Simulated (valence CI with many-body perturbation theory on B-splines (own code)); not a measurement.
# N⁺: calculation against measured levels

Method: relativistic CI+MBPT: four valence electrons over a frozen Dirac-Fock core [He], radial functions for each j: 11 s, 11 p, 10 d, 8 f, 5 g, 2 h, with the one-electron correlation potential Σ1 (screened to all orders), the two-electron term Σ2, the three-electron term Σ3, Breit, model QED; selected single and double excitations, second order for the rest, scaled by the run's own slope (own B-spline code, finite nucleus).

Against 39 measured levels this calculation errs by 76 cm⁻¹ on average and by 300 at most. These come from a selection out of the NIST Handbook of Basic Atomic Spectroscopic Data. Levels without a partner in it may be off by more. Among the levels kept, up to 1700 cm⁻¹ of a level comes from second order outside the variational space, and about a tenth of that is noise between levels of different J, which matters for small intervals.

Measured levels: NIST Handbook of Basic Atomic Spectroscopic Data (Sansonetti and Martin, J. Phys. Chem. Ref. Data 34, 1559 (2005)). Pairs share parity and J, and are chosen by configuration, term and nearness in energy; levels without a clear partner are left out. Energies in cm⁻¹ above the measured ground level.

```csv
Computed label,Label in the source,Measured,Computed,Difference
2s²2p² ³P_0,2s2(1S) 2p2 3P,0,0.0,0
2s²2p² ³P_1,2s2(1S) 2p2 3P,48.7,62.6,+14
2s²2p² ³P_2,2s2(1S) 2p2 3P,130.8,161.6,+31
2s²2p² ¹D_2,2s2(1S) 2p2 1D,15316.2,15470.2,+154
2s²2p² ¹S_0,2s2(1S) 2p2 1S,32688.6,32897.4,+209
2s2p³ ⁵S°_2,2s(2S) 2p3 5S°,46784.6,46624.1,-160
2s2p³ ³D°_3,2s(2S) 2p3 3D°,92236.5,92315.9,+79
2s2p³ ³D°_2,2s(2S) 2p3 3D°,92249.9,92331.0,+81
2s2p³ ³D°_1,2s(2S) 2p3 3D°,92251.5,92301.0,+50
2s2p³ ³P°_1,2s(2S) 2p3 3P°,109216.4,109337.0,+121
2s2p³ ³P°_2,2s(2S) 2p3 3P°,109216.9,109369.8,+153
2s2p³ ³P°_0,2s(2S) 2p3 3P°,109223.3,109327.8,+104
2s2p³ ¹D°_2,2s(2S) 2p3 1D°,144187.9,144450.5,+263
2s²2p3s ³P°_0,2s2 2p(2P°) 3s 3P°,148908.6,148813.6,-95
2s²2p3s ³P°_1,2s2 2p(2P°) 3s 3P°,148940.2,148869.7,-71
2s²2p3s ³P°_2,2s2 2p(2P°) 3s 3P°,149076.5,149026.8,-50
2s²2p3s ¹P°_1,2s2 2p(2P°) 3s 1P°,149187.8,149135.3,-53
2s2p³ ³S°_1,2s(2S) 2p3 3S°,155126.7,155325.3,+199
2s²2p3p ¹P_1,2s2 2p(2P°) 3p 1P,164610.8,164553.8,-57
2s²2p3p ³D_1,2s2 2p(2P°) 3p 3D,166521.7,166464.1,-58
2s²2p3p ³D_2,2s2 2p(2P°) 3p 3D,166582.5,166549.9,-33
2s²2p3p ³D_3,2s2 2p(2P°) 3p 3D,166678.6,166638.3,-40
2s2p³ ¹P°_1,2s(2S) 2p3 1P°,166765.7,167065.2,+300
2s²2p3p ³S_1,2s2 2p(2P°) 3p 3S,168892.2,168831.4,-61
2s²2p3p ³P_0,2s2 2p(2P°) 3p 3P,170572.6,170466.0,-107
2s²2p3p ³P_1,2s2 2p(2P°) 3p 3P,170607.9,170536.5,-71
2s²2p3p ³P_2,2s2 2p(2P°) 3p 3P,170666.2,170612.8,-53
2s²2p3p ¹D_2,2s2 2p(2P°) 3p 1D,174212.0,174204.9,-7
2s²2p3p ¹S_0,2s2 2p(2P°) 3p 1S,178273.4,178267.1,-6
2s²2p3d ³F°_2,2s2 2p(2P°) 3d 3F°,186511.6,186538.9,+27
2s²2p3d ³F°_3,2s2 2p(2P°) 3d 3F°,186571.0,186599.6,+29
2s²2p3d ³F°_4,2s2 2p(2P°) 3d 3F°,186652.5,186642.6,-10
2s²2p3d ¹D°_2,2s2 2p(2P°) 3d 1D°,187091.4,187113.8,+22
2s²2p3d ³D°_1,2s2 2p(2P°) 3d 3D°,187437.6,187406.2,-31
2s²2p3d ³D°_2,2s2 2p(2P°) 3d 3D°,187461.6,187470.9,+9
2s²2p3d ³D°_3,2s2 2p(2P°) 3d 3D°,187491.9,187483.3,-9
2s²2p3d ³P°_2,2s2 2p(2P°) 3d 3P°,188857.4,188866.6,+9
2s²2p3d ³P°_1,2s2 2p(2P°) 3d 3P°,188909.2,188877.0,-32
2s²2p3d ³P°_0,2s2 2p(2P°) 3d 3P°,188937.2,188870.7,-67
2s²2p3d ¹F°_3,2s2 2p(2P°) 3d 1F°,189335.2,189368.0,+33
```

Over 39 excited levels the mean absolute difference is 76 cm⁻¹, the median 53 and the largest 300. The comparison draws on a selection of the measured levels: 40 of the 228 computed ones have a partner in it, and others may be off by more.

Rates against NIST Handbook of Basic Atomic Spectroscopic Data (Sansonetti and Martin, J. Phys. Chem. Ref. Data 34, 1559 (2005)):

| λ vac, measured (nm) | Upper | Lower | A computed (s⁻¹) | A tabulated (s⁻¹) |
| --- | --- | --- | --- | --- |
| 64.46 | 2s2p³ ³S°_1 | 2s²2p² ³P_0 | 1.20e+09 | 1.21e+09 |
| 64.48 | 2s2p³ ³S°_1 | 2s²2p² ³P_1 | 3.59e+09 | 3.64e+09 |
| 64.52 | 2s2p³ ³S°_1 | 2s²2p² ³P_2 | 5.99e+09 | 6.07e+09 |
| 77.60 | 2s2p³ ¹D°_2 | 2s²2p² ¹D_2 | 3.12e+09 | 3.08e+09 |
| 91.60 | 2s2p³ ³P°_0 | 2s²2p² ³P_1 | 1.28e+09 | 1.32e+09 |
